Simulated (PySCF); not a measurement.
PySCF input file for Cl2GeH4OSi, SMILES [Si](Cl)(Cl)(O)[GeH3], PBE0/pcSseg-1. Coordinates come from a B3LYP-D3(BJ)/def2-SVP optimisation. One conformer was computed; it need not be the lowest.

```python
import numpy as np
from pyscf import gto, scf, dft
from pyscf.prop.nmr import rks as nmr

mol = gto.M(
    atom='''
    O     0.77413610    1.95582337   -0.00000000
    Si    0.53568372    0.32169831   -0.00000000
    Cl    1.43872489   -0.53079544   -1.66970389
    Cl    1.43872489   -0.53079544    1.66970390
    Ge   -1.79408269   -0.11653846    0.00000000
    H     1.68147782    2.28909828    0.00000000
    H    -2.43908116    0.48930305    1.26003307
    H    -2.00197642   -1.64179202    0.00000000
    H    -2.43908116    0.48930306   -1.26003307
    ''',
    basis='pcSseg-1',
    charge=0,
    spin=0,
    max_memory=1600,
    verbose=3,
)
mf = dft.RKS(mol, xc='pbe0')
mf.grids.level = 3
mf.conv_tol = 1e-10
mf.max_cycle = 100
mf.kernel()
n = nmr.NMR(mf)
n.verbose = 2
n.max_cycle_cphf = 60
sigma = n.kernel()
print('atom   isotropic/ppm   span/ppm')
for i, s in enumerate(sigma):
    w = np.linalg.eigvalsh((s + s.T) / 2)
    print(f'{mol.atom_symbol(i):2s}{i + 1:3d} {w.mean():14.3f} {w[2] - w[0]:11.3f}')
```

Log of the run:

```
converged SCF energy = -3363.63619854636
atom   isotropic/ppm   span/ppm
O   1        231.301      68.161
Si  2        328.653      47.950
Cl  3        779.665     329.472
Cl  4        779.665     329.472
Ge  5       1651.337      26.660
H   6         28.314      18.997
H   7         27.468      17.544
H   8         27.584      16.772
H   9         27.468      17.544
```

The calculation finished and met its thresholds.
